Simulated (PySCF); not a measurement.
Correlation energy of Ar²⁺ (argon, charge +2)

[Ne] 3s2 3p4, high-spin 3P determinant. Calculation: PySCF 2.14, in def2-SVP (4s3p1d, 18 functions); the non-relativistic Hamiltonian (point nucleus). Frozen: [Ne]; 6 electrons correlated.

MP2 pair energies summed by pair of shells (mhartree):

```json
{"pair": "3p-3p", "energy": "-45.10", "share (%)": "50.0"}
{"pair": "3s-3p", "energy": "-38.23", "share (%)": "42.4"}
{"pair": "3s-3s", "energy": "-6.86", "share (%)": "7.6"}
```

Total MP2 correlation energy: -90.18 mhartree.

Same-spin part -22.10 and opposite-spin part -68.08 mhartree; SCS-MP2 scales them by 1/3 and 6/5 to -89.07 mhartree.

| level | correlation energy (mhartree) |
| --- | --- |
| CCSD | -109.06 |
| (T) | -0.92 |
| CCSD(T) | -109.98 |

Diagnostics: T1 = 0.0054, D1 = 0.0184, largest double amplitude 0.050.

Task: Is a single reference adequate?

Result: Yes: T1 lies below 0.03 and no double amplitude reaches 0.07.
